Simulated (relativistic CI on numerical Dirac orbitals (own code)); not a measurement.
# Sensitivity of the levels of Tm XXXVI to α and to the nuclear radius

Method of calculation: Dirac-Coulomb-Breit CI, separate exchange-only KLI orbitals for each configuration, derivatives by finite differences, unscaled Slater integrals, QED left out (own radial code, finite nucleus).

Configurations in the expansion (outside the closed core [Ar] 3d10): 4s²4p⁴, 4s4p⁵, 4s²4p³4d, 4p⁶, 4s4p⁴4d, 4s²4p³4f. Double excitations out of closed p, d and f shells are left out; levels of such configurations are missing from the list, as are those of other unlisted configurations, and high levels can miss mixing partners.

With x = (α/α₀)² − 1 an excitation energy changes as ω = ω₀ + qx; K = 2q/ω₀ is the relative enhancement. Terms are leading LS components, so labels can repeat. The field-shift factor is F = δν/δ⟨r²⟩ for the transition from the lowest level.

Lowest level 4s²4p⁴ ³P2.

```
        Level  ω₀ (cm⁻¹)   q (cm⁻¹)  F (GHz/fm²)
   4s²4p⁴ ¹S0      73368       5285        -1.57
   4s²4p⁴ ³P1     502367     609900        -62.6
   4s²4p⁴ ¹D2     537096     608300        -62.5
   4s²4p⁴ ³P0    1070657  1.216e+06         -132
4s²4p³4d ³D°2    1103872      75090        -54.7
4s²4p³4d ⁵D°1    1117422     106200         -103
4s²4p³4d ³P°0    1129753      44510           12
4s²4p³4d ³F°3    1134084      48080         12.8
   4s4p⁵ ³P°2    1173437     447100         -623
4s²4p³4d ³F°4    1228269     151600         14.7
4s²4p³4d ³P°1    1311856     468600         -577
   4s4p⁵ ³P°2    1322211     390700         -407
4s²4p³4d ³D°3    1333009     179500         10.2
```

At this charge energies of transitions that change n are usually good to better than 1 %, and those within a shell (Δn = 0) to a few per cent.

Problem. Which transition from the lowest level has the largest |K|?

Solution. 4s²4p⁴ ³P1 at 502367 cm⁻¹, K = 2.43.
